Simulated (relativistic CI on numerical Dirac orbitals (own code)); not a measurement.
## Lu⁴⁺: 4p photoemission

Computed with this model: Dirac-Coulomb-Breit CI, orbitals from a KLI potential per configuration, a model potential for QED, valence Slater integrals scaled by 0.8, multiplet model of photoemission in the sudden approximation; configurations [Xe] 4f13 → [Ar] 3d10 4s2 4p5 4d10 4f13 5s2 5p6; 80 K; Lorentzian 3.5 eV and Gaussian 0.7 eV FWHM. Energies are those of the free ion, without screening or charge transfer. The energies are binding energies and can lie tens of eV above those of solids. S is read from ⟨S²⟩ = S(S + 1).

free ion: ground-state S = 0.50, centroid 442.67 eV. Peaks (eV, height): 423.0 (100), 428.2 (40), 479.4 (60).

Strongest unbroadened transitions for free ion:

```tsv
Energy (eV)	Relative strength
422.83	100.0
422.87	43.6
423.32	62.4
424.71	20.0
426.16	1.9
428.29	43.5
428.64	19.6
478.45	0.2
478.81	63.4
479.97	81.6
482.20	0.1
```
